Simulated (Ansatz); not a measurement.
`[CH3][Sn][Br]` + HCl → `[Cl][Sn][Br]` + CH₄ at 600 K and 1 bar (ligand exchange at the Sn–C bond).

Computed with Ansatz on PBE0-D4/def2-TZVP structures; ΔE is electronic, products minus reactants. CCSD(T)/CBS is the MP2 limit (def2-TZVPP, def2-QZVPP) plus CCSD(T) − MP2 in def2-TZVPP, frozen cores. This one scheme is used for every species. def2 core potentials past Kr. For Br, Sn outer-core shells are correlated without core-valence functions, which leaves a few kJ/mol of doubt a bond. Scalar relativity is left out up to krypton.

```tsv
species	CCSD(T)/CBS energy (Eh)	H − E (kJ/mol)	S (J/(mol·K))
`[CH3][Sn][Br]`	-2827.25518	134.5	390.4
HCl	-460.38127	35.4	207.2
`[Cl][Sn][Br]`	-3247.23683	35.4	362.8
CH₄	-40.46206	140.4	215.7
```

H − E and S are ideal-gas, rigid-rotor, harmonic terms from PBE0-D4/def2-TZVP. 1 Eh = 2625.50 kJ/mol, R = 8.31446 J/(mol·K).

**Question.** By hand: ΔE, ΔH, ΔS and ΔG.

**Answer.** ΔE = (-3247.23683) + (-40.46206) − (-2827.25518) − (-460.38127) = -0.06244 Eh = -163.9 kJ/mol. Δ(H − E) = 35.4 + 140.4 − 134.5 − 35.4 = 5.9, so ΔH = -158.0 kJ/mol. ΔS = 362.8 + 215.7 − 390.4 − 207.2 = -19.1 J/(mol·K). ΔG = -158.0 − 600 × (-19.1)/1000 = -146.5 kJ/mol.

**Question.** By hand: the equilibrium constant, and the temperature at which ΔG would vanish if ΔH and ΔS stayed fixed.

**Answer.** log₁₀ K = −ΔG/(RT ln 10) = 12.8. ΔG = 0 at ΔH/ΔS = 8272 K, far beyond where these terms or the molecules hold.

ΔH outweighs TΔS. A doubt of 5 kJ/mol in ΔE shifts log₁₀ K by 0.4 here. These are equilibria of isolated gas molecules and say nothing of rates. Largest T1 diagnostic: 0.012 (customary marks: 0.02 for closed shells, 0.045 for open ones).
